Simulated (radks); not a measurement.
Valence configurations of Lu I (all share [Xe]). All-electron calculation, Dirac Kohn-Sham, LDA (Slater exchange, Perdew-Wang correlation), spin-unpolarised, spherical densities, finite nucleus; open shells fill j = l - 1/2 first; Fermi nuclear charge, rms radius 5.37 fm. Program: a radial shooting solver on a logarithmic mesh with Libxc functionals. Order these by energy: 4f14 5d1 6s1 6p1; 4f14 5d1.5 6s1.5; 4f14 5d2 6s1; 4f13 5d2 6s1 6p1; 4f14 5d1 6s2; 4f13 5d1 6s1 6p2; 4f14 6s2 6p1; 4f13 5d3 6p1; 4f13 5d1 6s2 6p1; 4f14 6s1 6p2.

Answer. From the lowest, in eV above it: 4f14 5d1 6s2 0.000; 4f14 6s2 6p1 0.961; 4f14 5d1.5 6s1.5 1.394; 4f14 5d2 6s1 2.851; 4f14 5d1 6s1 6p1 3.211; 4f14 6s1 6p2 4.608; 4f13 5d1 6s2 6p1 11.870; 4f13 5d2 6s1 6p1 13.268; 4f13 5d3 6p1 15.238; 4f13 5d1 6s1 6p2 15.785. NIST lists [Xe] 4f14 5d1 6s2 as the ground configuration; this level of theory agrees among the configurations tried. The energies are those of spherical spin-averaged densities, not of single terms.
